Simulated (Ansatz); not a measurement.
Isolated molecules relaxed with PBE0-D4/def2-TZVP in Ansatz; ΔE leaves out vibrations. CCSD(T)/CBS is the MP2 limit (def2-TZVPP, def2-QZVPP) plus CCSD(T) − MP2 in def2-TZVPP, frozen cores. DFT in def2-TZVPP. B3LYP here is the variant with VWN-RPA as its local correlation; programs differ in this. For Se outer-core shells are correlated without core-valence functions, which leaves a few kJ/mol of doubt a bond. Scalar relativity is left out up to krypton. One conformer a species, not always the lowest.

Reaction (formal exchange of groups at the Al–F bond): `[F][AlH][SeH]` + `ClCCCCCl` → `Cl[CH2][AlH][SeH]` + `FCCCCl`

`[F][AlH][SeH]`:

```xyz
5

F    -0.900    1.873   -0.662
Al   -0.459    0.459    0.056
Se    1.399   -0.578   -0.821
H    -1.299   -0.094    1.263
H     1.259   -1.660    0.164
```

`ClCCCCCl`:

```xyz
14

Cl    1.296   -1.420   -2.180
C     0.208   -0.020   -1.932
C     0.255    0.496   -0.514
C    -0.255   -0.496    0.514
C    -0.208    0.020    1.932
Cl   -1.296    1.420    2.180
H    -0.792   -0.359   -2.203
H     0.527    0.741   -2.642
H     1.280    0.796   -0.272
H    -0.357    1.405   -0.478
H    -1.280   -0.796    0.271
H     0.357   -1.405    0.478
H     0.792    0.359    2.203
H    -0.527   -0.741    2.642
```

`Cl[CH2][AlH][SeH]`:

```xyz
8

Cl    1.532   -1.179   -0.781
C     0.389   -0.910    0.567
Al   -0.779    0.657    0.306
Se   -0.578    1.955   -1.583
H     0.986   -0.810    1.476
H    -0.197   -1.826    0.676
H    -1.862    1.032    1.396
H     0.508    1.080   -2.057
```

`FCCCCl`:

Z-matrix (Å, degrees):
```
C
C 1 1.507
F 1 1.386 2 109.8
H 1 1.093 2 111.3 3 -119.1
H 1 1.093 2 110.9 3 118.9
C 2 1.512 1 113.8 3 61.6
H 2 1.096 1 108.9 3 -58.9
H 2 1.094 1 108.7 3 -175.5
Cl 6 1.787 2 111.8 1 66.1
H 6 1.089 2 111.3 1 -175.1
H 6 1.089 2 111.3 1 -53.1
```

(1) Is it downhill or uphill in electronic energy at CCSD(T)/CBS, and by how much? (An estimate is asked.)

(2) What do these levels give: PBE-D4, r2SCAN-D4, PBE0-D4, ωB97M-V, B2PLYP, r2SCAN, PBE0, B3LYP, HF/def2-TZVPP, HF/def2-QZVPP, SCS-MP2/def2-QZVPP, MP2/CBS(def2)? (Estimate.)

Largest T1 diagnostic among the species: 0.011.

Results:

(1) Computed: Uphill: ΔE = +240.7 kJ/mol.

(2) The calculation gave: PBE-D4 220.3, r2SCAN-D4 231.8, PBE0-D4 226.1, ωB97M-V 231.0, B2PLYP 236.8, r2SCAN 231.3, PBE0 225.8, B3LYP 228.7, HF/def2-TZVPP 236.8, HF/def2-QZVPP 239.4, SCS-MP2/def2-QZVPP 247.7, MP2/CBS(def2) 252.0 kJ/mol.

From PBE to PBE0 (25 % exact exchange), in def2-TZVPP and without D4, ΔE moves by +6.0 kJ/mol.
